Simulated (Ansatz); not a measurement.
System: sum formula H$_{4}$BN$_{2}$O, charge 0, multiplicity 2. It need not be the lowest isomer of its formula. 
Geometry from a B3LYP-D3(BJ)/def2-TZVP (Ansatz, a quantum-chemistry and plane-wave program) optimisation:
```xyz
8

N      1.3412    -0.6311     0.0398
B      0.0271     0.0041     0.0042
N     -1.1715    -0.7220     0.1589
O     -0.0551     1.3534    -0.2691
H      1.5759    -1.0922     0.9198
H     -2.0629    -0.3170    -0.0731
H     -1.2010    -1.7076     0.3466
H      0.8057     1.7413    -0.4526
```
Charge 0, spin multiplicity 2.

Dipole moments at this geometry, in debye (magnitudes).

```csv
level,program,dipole (D)
B3LYP/def2-TZVPD,Ansatz,1.46
r2SCANh/def2-TZVPD,Ansatz,1.45
r2SCAN0/def2-TZVPD,Ansatz,1.46
wB97M-V/def2-TZVPD,Ansatz,1.46
CCSD(T)/aug-cc-pVDZ,Ansatz,…
```

### Question
Fill in the missing entries.

### Answer

- CCSD(T)/aug-cc-pVDZ, dipole (D): 1.45
